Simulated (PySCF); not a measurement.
A run for PySCF: R-BP86/6-31G* on C3H6FN (a complex).

```python
from pyscf import gto, scf, dft, mp
from pyscf.data.elements import chemcore

mol = gto.M(
    atom='''
    C     0.37294261    0.59248336   -0.17772554
    F     1.16322483   -0.29152224    0.56562076
    H    -0.17778043    1.22592879    0.51524117
    H     1.03059958    1.19012706   -0.80904037
    H    -0.31110324    0.00621348   -0.79144142
    C     1.05543887   -0.33383603    3.80619612
    C     0.14399807    0.72646476    3.40956321
    N    -0.57502539    1.56194579    3.08293089
    H     1.40317978   -0.85830287    2.91685964
    H     1.91330185    0.08669989    4.33154478
    H     0.54817705   -1.03749300    4.46670654
    ''',
    basis='6-31g*',
    cart=True,
    charge=0, spin=0, verbose=3, max_memory=1800)
mf = dft.RKS(mol, xc='b88,p86')
mf.conv_tol = 1e-8
mf.max_cycle = 100
mf.kernel()
if not mf.converged:
    mf = mf.newton().run(mf.mo_coeff, mf.mo_occ)
```

Problem. Predict the final total energy.

Solution. -272.4809 hartree.
